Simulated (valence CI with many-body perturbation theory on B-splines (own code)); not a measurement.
The numbers below are computed, except where a source is named.
Sensitivity of CI+MBPT for Lu³¹⁺

Method: configuration interaction combined with many-body perturbation theory (CI+MBPT): four valence electrons over a frozen Dirac-Fock core [Kr], a basis of 6 s, 6 p, 5 d, 5 f, 1 g functions for each j, with the one-electron correlation potential Σ1, the two-electron term Σ2, the three-electron term Σ3, Breit, model QED; selected CI, second order for the rest, scaled by the run's own slope (own B-spline code, finite nucleus).

The last digits are not significant, and no measured levels were compared; by estimate large intervals hold to a few tenths of a per cent, small ones and those within an open d or f shell to about a per cent. Only levels of the ground parity were solved; by the run's estimate the other parity begins above the list, which can be wrong where configurations are misplaced.

The reference run has the lowest level (4d3/2^4) J=0 and an ionisation energy of 1243.92 eV. Its largest variational space holds 8815 state functions.

Levels are named by their leading jj configuration (3d3/2^4 stands for four electrons in 3d with j = 3/2), which in mixed levels can hold well under half, so a name can repeat and another be missing. Letters in brackets count levels of one name in rising energy.

Changed runs:
A. screening of Σ1 on → off
B. size limit of the variational space 10000 → 6000
C. cutoff of virtual states (hartree) 10082 → 2040
D. scale of Σ1 1 → 0 (bad on purpose)

Excitation energies of the reference run in cm⁻¹, and shifts in cm⁻¹:

| Level | Reference | A | B | C | D |
| --- | --- | --- | --- | --- | --- |
| (4d3/2^3 4d5/2) J=1 | 87919 | +175 | -0.2 | -15 | -648 |
| (4d3/2^3 4d5/2) J=2 | 124024 | +200 | -0.9 | -17 | -748 |
| (4d3/2^3 4d5/2) J=4 | 125324 | +176 | -0.9 | -14 | -665 |
| (4d3/2^3 4d5/2) J=3 | 135683 | +193 | -1.0 | -16 | -728 |
| (4d3/2^2 4d5/2^2) J=0 | 203600 | +339 | 0 | -29 | -1267 |
| (4d3/2^2 4d5/2^2) J=2 [a] | 210854 | +317 | -0.8 | -27 | -1191 |
| (4d3/2^2 4d5/2^2) J=4 [a] | 212152 | +349 | -0.6 | -29 | -1306 |
| (4d3/2^2 4d5/2^2) J=3 [a] | 216697 | +340 | -1.0 | -29 | -1277 |
| (4d3/2^2 4d5/2^2) J=5 | 231008 | +346 | -0.3 | -29 | -1301 |
| (4d3/2^2 4d5/2^2) J=1 | 239199 | +347 | -0.3 | -30 | -1310 |
| (4d3/2^2 4d5/2^2) J=6 | 241320 | +349 | -0.3 | -29 | -1318 |
| (4d3/2^2 4d5/2^2) J=3 [b] | 253419 | +336 | -1.6 | -28 | -1277 |
| Ionisation energy (eV) | 1243.92 | +0.21 | 0 | -0.012 | -2.68 |
